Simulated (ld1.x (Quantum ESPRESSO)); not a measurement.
## Before and after: TM potential for In (Z = 49)

ld1.x (Quantum ESPRESSO) 7.5 input, shortened:

```
&input
   title='In', zed=49., rel=1, dft='PZ', iswitch=3,
   config='[Kr] 4d10 5s2 5p1'
 /
 &inputp
   pseudotype=2, tm=.true., lloc=-1, rcloc=1.50,
   nlcc=.true., new_core_ps=.true., rcore=1.15
 /
3
5S  1  0   2.00   0.00  2.30  2.30  0.0
5P  2  1   1.00   0.00  2.00  2.00  0.0
4D  3  2  10.00   0.00  1.40  1.40  0.0
 &test
   configts(1)='4d10 5s2 5p1'
 /
```

Change: wave 4d (bound): rc 1.40 bohr becomes 4d (bound): rc 0.98 bohr.

Cutoffs: the cutoffs (Ry, on a coarse ladder) from which the occupation-weighted sum of valence levels, in a spherical-Bessel basis at the reference potential, stays within 10 and 1 mRy of its value at 400 Ry; they do not see the model core or the augmentation charge, which bear on the density cutoff. Errors are all-electron minus pseudo energies relative to the spin-unpolarised reference configuration.

Problem. What does the change do?

Solution. The potential gets harder (90 Ry and 140 Ry → 110 Ry and 140 Ry); both files keep a bound ghost (p, s); the errors of the 8 common tests hardly move. A smaller radius makes the pseudo-wave follow the all-electron one further in, where it bends more sharply, so more plane waves are needed.

```csv
quantity,base,changed
"cutoff, loose",90 Ry,110 Ry
"cutoff, tight",140 Ry,140 Ry
loose cutoff by channel (10 mRy a level),"s 10 Ry, p 6 Ry, d 70 Ry","s 10 Ry, p 6 Ry, d 80 Ry"
bound ghosts,"s, p","s, p"
"tests counted (converged, no solver errors)",8 of 9,8 of 9
"error for 4d10 5s2 5p0, meV [ΔE 5.59 eV]",-1.7,-1.7
"error for 4d10 5s1 5p0, meV [ΔE 25.26 eV]",-14,-14
"error for 4d10 5s0 5p0, meV [ΔE 54.00 eV]",-58,-58
"error for 4d9 5s0 5p0, meV [ΔE 110.61 eV]",-87,-85
"error for 4d10 5s1 5p2, meV [ΔE 5.94 eV]",+11,+11
"error for 4d10 5s0 5p3, meV [ΔE 12.16 eV]",+72,+72
"error for 4d10 5s2 5p1 (spin-polarised), meV [ΔE -0.12 eV]",+0.4,+0.4
"error for 4d10 5s1 5p0 (spin-polarised), meV [ΔE 25.03 eV]",-15,-15
s: phases at 2.50 bohr within 0.05 rad from the reference energy up to (Ry; the scan ends near 5),3.1,3.1
p: phases at 2.50 bohr within 0.05 rad from the reference energy up to (Ry; the scan ends near 5),-0.1,-0.1
d: phases at 2.50 bohr within 0.05 rad from the reference energy up to (Ry; the scan ends near 5),to the end of the scan,to the end of the scan
```

Base: Tests not counted: 4d9 5s2 5p2 (solver errors, printed error -13.5 eV). These tests converged, but a pseudo level misses the all-electron one widely, so the file describes the atom poorly there or has found another state: 4d10 5s0 5p0: empty 5p by 4.8 eV. Changed file: Tests not counted: 4d9 5s2 5p2 (solver errors, printed error -13.5 eV). These tests converged, but a pseudo level misses the all-electron one widely, so the file describes the atom poorly there or has found another state: 4d10 5s0 5p0: empty 5p by 4.8 eV. A true bound ghost makes a file unfit for plane-wave use even where its test errors are small: the radial tests pick states by their node count and pass the ghost by. Where a test does run into it, the solver fails or the error is huge.
